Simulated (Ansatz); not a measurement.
Molecule: sum formula GaO₂H₂, net charge 0, doublet state. It need not be the lowest isomer of its formula. SMILES: [OH][Ga][OH]
Geometry from a B3LYP-D3(BJ)/def2-TZVP (Ansatz, a program for electronic structure) optimisation:
```
Ga
O 1 1.8122
H 2 0.9632 1 114.15
O 1 1.8122 2 112.82 3 -180.00
H 4 0.9632 1 114.15 2 -180.00
```
Charge 0, spin multiplicity 2.

Computed values are from Ansatz. Correlated levels leave the core frozen unless marked. UHF or UKS for open shells. No spin-orbit coupling. The frozen core is the preceding noble-gas configuration, with the filled d and f shells of earlier blocks. Non-relativistic. CBS marks a two-point X^-3 extrapolation of the correlation energy; Hartree-Fock from the larger set. [CCSD(T)-MP2]/basis is that difference in the basis named.

**Question.** What is the T1 diagnostic at CCSD/aug-cc-pVTZ?

**Answer.** 0.019.

**Question.** What is the atomisation energy De at RI-MP2/CBS(aug-cc-pVTZ,aug-cc-pVQZ)+[CCSD(T)-MP2]/aug-cc-pVTZ?

**Answer.** 1623.8 kJ/mol.

**Question.** What is the dipole moment at CCSD(T)/aug-cc-pVDZ?

**Answer.** 3.12 D.

**Question.** What is the vertical electron affinity (to the singlet; negative means unbound) at RI-MP2/CBS(aug-cc-pVTZ,aug-cc-pVQZ)+[CCSD(T)-MP2]/aug-cc-pVTZ?

**Answer.** 1.61 eV.

**Question.** What is the total energy at RI-MP2/CBS(aug-cc-pVTZ,aug-cc-pVQZ)+[CCSD(T)-MP2]/aug-cc-pVTZ?

**Answer.** -2074.9459 Eh.
